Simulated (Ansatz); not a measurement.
A run for Ansatz (a quantum-chemistry and plane-wave program): R-r2SCAN/def2-TZVPP on FGeH3Si (SMILES [F][Ge][SiH3]), a point of a torsion scan.

Ansatz 0.2 input:
```yaml
crystal:
  periodic: [false, false, false]
  atoms:
    - {symbol: F, position_ang: [2.51748882, 0.53548955, -0.23728536]}
    - {symbol: Ge, position_ang: [1.62984463, -0.97519396, 0.29559352]}
    - {symbol: Si, position_ang: [-0.60645982, 0.01667123, 0.04086170]}
    - {symbol: H, position_ang: [-1.24494624, -0.39349999, -1.22438148]}
    - {symbol: H, position_ang: [-0.70215016, 1.48052696, 0.07992390]}
    - {symbol: H, position_ang: [-1.52871046, -0.46576232, 1.08738821]}
basis:
  gaussian:
    orbitals: def2-TZVPP
hamiltonian:
  xc: {name: r2SCAN}
scf: {lower_state_search: off}
```

The log:

```
WARN ansatz: RAYON_NUM_THREADS=1 ignored (pool sized by the plan → 1); use --threads N
Functional definition: r2SCAN
these checks for a lower state are left out or cut short: stability, starts, cluster_reference, orbital_swaps, neighbouring_geometries, increment
integrals: 0.08 GiB planned
979 factors; their error is unknown
mean field: 0.53 GiB planned
mean field evaluation 1: about -67157.3812 eV, gradient 4.4e1 eV
mean field evaluation 2: about -67107.2790 eV, gradient 1.7e2 eV
mean field evaluation 4: about -67160.6783 eV, gradient 1.0e1 eV
mean field evaluation 8: about -67160.9003 eV, gradient 1.6e-1 eV
mean field evaluation 16: about -67160.8720 eV, gradient 1.5e-4 eV
mean field -67160.87195229 eV, -2468.1165209726 hartree, gradient 4.8e-6 eV, S^2 0.000000; 0 other end points of the search recorded, 0 dependent functions left out
reference -67160.87196309 eV, -2468.1165213693 hartree; 29, 29 occupied and 134, 134 virtual orbitals, 979 factors
Total energy: -67160.87196309 eV, -2468.1165213693 hartree
Checks for a lower state left out: stability, starts, cluster_reference, orbital_swaps, neighbouring_geometries, increment
```

Self-consistency was reached.

Cost: around 3 core-seconds (rough).
